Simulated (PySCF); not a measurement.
Molecule: `CCC(F)=C(F)F`, C$_{4}$H$_{5}$F$_{3}$.

Atom-mapped SMILES (the numbers label the heavy atoms): `[CH3:1][CH2:2][C:3]([F:4])=[C:5]([F:6])[F:7]`. Each H is labelled by its parent atom.

Spin–spin couplings on one PBE0-D3(BJ)/def2-SVP geometry, PySCF 2.14, gas phase, non-relativistic, equivalent pairs averaged (spin–dipole term only in couplings to heteroatoms); isotopes 13C, 19F, 1H; functional B3LYP.

Q: How do the couplings (Hz) change with the basis set? Times are CPU seconds on shared hosts with different chips, so compare them loosely. Far from the basis limit: pcJ-0, 6-31G*, def2-TZVP, cc-pVTZ.

A: 
| basis set | functions | 1J(C5,F6) | 1J(C5,F7) | 1J(C3,F4) | 1J(C2,H(C2)) | 1J(C1,H(C1)) | 1J(C3,C5) | 1J(C2,C3) | core-s |
| --- | --- | --- | --- | --- | --- | --- | --- | --- | --- |
| pcJ-0 | 106 | -504.0 | -470.1 | -405.5 | 116.8 | 115.9 | 106.8 | 44.5 | 14 |
| 6-31G* | 108 | -237.2 | -218.6 | -199.5 | 148.5 | 143.2 | 152.7 | 68.8 | 26 |
| def2-TZVP | 247 | -395.3 | -380.2 | -335.0 | 126.8 | 127.4 | 153.9 | 57.7 | 42 |
| cc-pVTZ | 280 | -352.8 | -338.7 | -294.0 | 117.2 | 119.8 | 192.9 | 51.7 | 100 |

The Fermi-contact term samples the wavefunction at the nucleus, which is why sets with added tight s functions (names with J) are made for couplings.
